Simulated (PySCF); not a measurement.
## Correlation energy of N²⁺ (nitrogen, charge +2)

[He] 2s1 2p1 3d1, one real determinant (an excited configuration). Computed with PySCF 2.14 in dyall-av3z (15s9p3d2f, 71 functions), with the non-relativistic Hamiltonian (point nucleus). Frozen: 1s2; 3 electrons correlated; the 13 highest virtual orbitals of each spin left out.

```json
{"level": "CCSD", "correlation energy (mhartree)": "-18.56"}
{"level": "(T)", "correlation energy (mhartree)": "-2.45"}
{"level": "CCSD(T)", "correlation energy (mhartree)": "-21.01"}
```

Diagnostics: T1 = 0.011, D1 = 0.0256, largest double amplitude 0.354.

Q: Is a single reference adequate?

A: Not fully. The real determinant used has ⟨L²⟩ near 8 against 12 for a pure F term, so it mixes terms. The outer electron is Rydberg-like, and this basis confines it to a smaller radius and binds it less than a complete one would. A double-excitation amplitude exceeds 0.15, a sign of near-degeneracy.

The reference is one real determinant that mixes LS terms of this configuration.
